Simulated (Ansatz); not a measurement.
Z-matrix (Å, degrees):
```
Ge
C 1 1.936
O 1 1.917 2 39.7
H 1 1.531 2 121.6 3 -79.8
H 1 1.531 2 121.6 3 79.8
N 2 1.244 1 156.5 3 -180.0
H 6 1.012 2 113.0 1 -0.0
```

Charge 0, multiplicity 1.

(1) List the r2SCAN/def2-TZVPP orbital energies in eV (the Gaussian-basis code of Ansatz). (Best estimate.)

Answers

(1) Ansatz gave: Occupied: -10835.22, -1350.30, -1200.39, -1200.33, -1200.32, -516.85, -385.14, -276.16, -168.49, -118.31, -118.11, -118.10, -31.71, -31.51, -31.47, -31.36, -31.33, -28.19, -23.65, -15.15, -14.68, -12.63, -11.29, -10.91, -9.24, -8.63, -7.12, -6.17. Lowest empty: -2.37, -0.71, -0.23, 0.83, 1.93, 2.39, 4.17, 4.52.
